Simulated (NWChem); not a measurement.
System: BBr$_{2}$Cl; SMILES ClB(Br)Br

Input file for NWChem:

```
start job
memory heap 200 mb stack 900 mb global 1100 mb
geometry units angstroms noautoz
  B     -0.406364    -0.006135     0.000000
  Cl    -2.156268    -0.004022     0.000000
  Br     0.552805    -0.005373     1.655618
  Br     0.552805    -0.005373    -1.655618
end
basis spherical
  * library def2-svp
end
dft
  xc pbe0
  iterations 150
  vectors input atomic output neutral.movecs
end
task dft energy
charge 1
dft
  odft
  mult 2
  vectors input atomic output cation.movecs
end
task dft energy
```

All runs use the structure optimised with PBE-D3(BJ)/def2-SVP.

Ions are spin-unrestricted doublets at the neutral geometry; other ion states weren't tried.

What results follow from this input? (PBE0/def2-SVP, vertical spin-unrestricted ions.) Quantities: vertical ionisation energy, ΔSCF (eV); −ε(HOMO) (eV).


```json
{
 "vertical ionisation energy, ΔSCF (eV)": "10.57",
 "−ε(HOMO) (eV)": "8.36"
}
```
